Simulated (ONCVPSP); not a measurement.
# Before and after: ONCV potential for platinum

ONCVPSP 4.0.1 input, shortened (lines: element, Z, core and valence counts, functional; n l f; lmax; l rc ep ncon nbas qcut; lloc lpopt rc5 dvloc0; l nproj debl; icmod fcfact rcfact), LDA (Perdew-Zunger), scalar-relativistic:

```
  Pt 78.00   10    3        3      upf
    1    0    2.00
    2    0    2.00
    2    1    6.00
    3    0    2.00
    3    1    6.00
    3    2   10.00
    4    0    2.00
    4    1    6.00
    4    2   10.00
    4    3   14.00
    5    0    2.00
    5    1    6.00
    5    2    7.00
    2
    0    1.50    0.00    4    9    6.40
    1    1.25    0.00    4    7    7.60
    2    1.80    0.00    4    9    8.60
    4    5    1.20    2.00
    0    2    0.50
    1    2    2.70
    2    2    0.50
    0    0.00    0.00
```

In the s channel the program set the typed energies aside and used -5.051, 0.050 Ha. In the p channel the program set the typed energies aside and used -3.350, 0.250 Ha. In the d channel the program set the typed energies aside and used -1.435, 0.250 Ha.

All-electron outer shells of the reference configuration (LDA (Perdew-Zunger), scalar-relativistic, ld1.x):

```csv
shell,level (eV),outermost node (bohr),outermost maximum (bohr)
4f,-106.10,–,0.38
5p,-91.15,0.53,0.97
5d,-39.06,0.57,1.23
```

Change: p: ncon 5, nbas 8.

Cutoffs: the cutoffs (Ha) at which the residual kinetic energy of the hardest occupied pseudo-wave falls to 1 and 0.1 mHa per electron; they do not see the model core or the augmentation charge, which bear on the density cutoff. Errors are all-electron minus pseudo energies relative to the spin-unpolarised reference configuration.

Q: How do hardness, ghosts and transferability respond?

A: The potential gets harder (51 Ha and 92 Ha → 99 Ha and 123 Ha); the errors of the 4 common tests hardly move; neither file shows a bound ghost.

```tsv
quantity	base	changed
cutoff, loose	51 Ha	99 Ha
cutoff, tight	92 Ha	123 Ha
loose cutoff by channel	s 19 Ha, p 51 Ha, d 21 Ha	s 19 Ha, p 99 Ha, d 21 Ha
bound ghosts	none	none
GHOST(+) flags under 300 eV	s at 169.6 eV	s at 169.6 eV
error for 5s2 5p6 5d9 6s1, meV [ΔE -62.32 eV]	+16	+16
error for 5s2 5p6 5d9, meV [ΔE -52.77 eV]	+7.9	+7.8
error for 5s2 5p6 5d8, meV [ΔE -32.51 eV]	+6.2	+6.1
error for 5s2 5p6 5d8 6s1, meV [ΔE -50.90 eV]	+16	+16
s: phases at 1.52 bohr within 0.05 rad from the reference energy up to (Ha; the scan ends near 5)	to the end of the scan	to the end of the scan
p: phases at 1.27 bohr within 0.05 rad from the reference energy up to (Ha; the scan ends near 5)	to the end of the scan	to the end of the scan
d: phases at 1.83 bohr within 0.05 rad from the reference energy up to (Ha; the scan ends near 5)	to the end of the scan	to the end of the scan
```
